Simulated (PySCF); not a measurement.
Isomers of C2H8FNSi, one GFN2-xTB conformer each. Single-point energies are computed at PBE0/pcSseg-1 (PySCF, gas phase, no added dispersion term), electronic only.

Question: Rank them by PBE0/pcSseg-1 energy, lowest first (kcal/mol).
A. `[NH2:1][SiH2:2][CH2:3][CH2:4][F:5]` with H–N1–Si2–C3 -48° and 175°, N1–Si2–C3–C4 -175°, Si2–C3–C4–F5 -60°
B. `[CH3:1][CH2:2][Si@H:3]([NH2:4])[F:5]` with C1–C2–Si3–N4 -69°, C2–Si3–N4–H 57° and -161°
C. `[CH3:1][NH:2][Si@H:3]([CH3:4])[F:5]` with C1–N2–Si3–C4 -58°

Answer: B (0.0), C (5.6), A (50.0).

As drawn, the lowest has an Si–F bond, which the highest lacks. GFN2-xTB itself gives, in the same order: 0.6, 0.0, 41.0. GFN2-xTB puts CN[Si@H](C)F lowest instead; measured from each level's own lowest isomer, the values differ by up to 9.0 kcal/mol (N[SiH2]CCF: 41.0 against 50.0).

Q: Which frontier levels, dipoles and rotational constants go with these structures?

A: 
```json
{"SMILES": "CC[Si@H](N)F", "HOMO (eV, PBE0/pcSseg-1)": "-7.54", "LUMO (eV)": "0.83", "dipole (D)": "2.44", "A, B, C (MHz)": "6143, 2563, 2015"}
{"SMILES": "CN[Si@H](C)F", "HOMO (eV, PBE0/pcSseg-1)": "-6.87", "LUMO (eV)": "0.94", "dipole (D)": "2.31", "A, B, C (MHz)": "5421, 2856, 2084"}
{"SMILES": "N[SiH2]CCF", "HOMO (eV, PBE0/pcSseg-1)": "-7.29", "LUMO (eV)": "0.80", "dipole (D)": "1.89", "A, B, C (MHz)": "9936, 1823, 1679"}
```

Q: As an exercise, what shares would exp(−E/RT) give at 2000 K from these electronic energies alone (no entropy, no degeneracies)?

A: RT = 3.974 kcal/mol: CC[Si@H](N)F 80.3 %, CN[Si@H](C)F 19.7 %, N[SiH2]CCF under 0.1 %.
